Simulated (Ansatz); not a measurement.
GeH3(NHtBu) (C₄H₁₃GeN), relaxed as a singlet with RKS r2SCAN-D4/def2-SVP in Ansatz, starting from the GFN2-xTB geometry. Force threshold 0.02 eV/Å.

Start:

Cartesian coordinates in Å:
```
Ge 1.296 -1.071 -1.751
H 1.545 -2.520 -2.011
H 0.647 -0.435 -2.939
H 2.621 -0.381 -1.524
N 0.133 -1.052 -0.371
C -0.315 0.121 0.367
C -0.582 1.248 -0.625
C -1.613 -0.243 1.097
C 0.740 0.570 1.386
H 0.248 -1.832 0.264
H -0.997 2.115 -0.118
H 0.347 1.539 -1.115
H -1.284 0.909 -1.384
H -2.355 -0.586 0.381
H -2.008 0.621 1.626
H -1.435 -1.039 1.817
H 1.668 0.817 0.871
H 0.942 -0.227 2.099
H 0.400 1.447 1.932
```

| step | energy (eV) | largest force component (eV/Å) | SCF passes |
| --- | --- | --- | --- |
| 1 | -62353.4458 | 0.785 | 19 |
| 2 | -62353.5423 | 0.272 | 20 |
| 3 | -62353.5511 | 0.097 | 20 |
| 4 | -62353.5527 | 0.119 | 19 |
| 5 | -62353.5537 | 0.042 | 20 |
| 6 | -62353.5540 | 0.045 | 20 |
| 7 | -62353.5541 | 0.004 | 13 |

Force components are those of the run's own axes.

End:

```
atom   x (Å)   y (Å)   z (Å)
 Ge1   1.314  -1.075  -1.754
  H2   1.664  -2.555  -1.966
  H3   0.678  -0.490  -3.023
  H4   2.609  -0.281  -1.454
  N5   0.077  -1.081  -0.389
  C6  -0.329   0.117   0.361
  C7  -0.599   1.252  -0.631
  C8  -1.623  -0.226   1.111
  C9   0.750   0.553   1.367
 H10   0.216  -1.871   0.241
 H11  -0.973   2.144  -0.106
 H12   0.321   1.547  -1.164
 H13  -1.347   0.944  -1.378
 H14  -2.405  -0.533   0.401
 H15  -1.987   0.635   1.695
 H16  -1.454  -1.060   1.813
 H17   1.692   0.799   0.849
 H18   0.960  -0.259   2.084
 H19   0.437   1.439   1.943
```

By distances, no bond broke or formed. The bond that changes most is Ge1–H2, from 1.49 to 1.54 Å (atoms count from 1).

No frequencies were taken in this run, so the end may be a saddle point.

It took 96 s on 4 threads of AMD EPYC on a shared host.
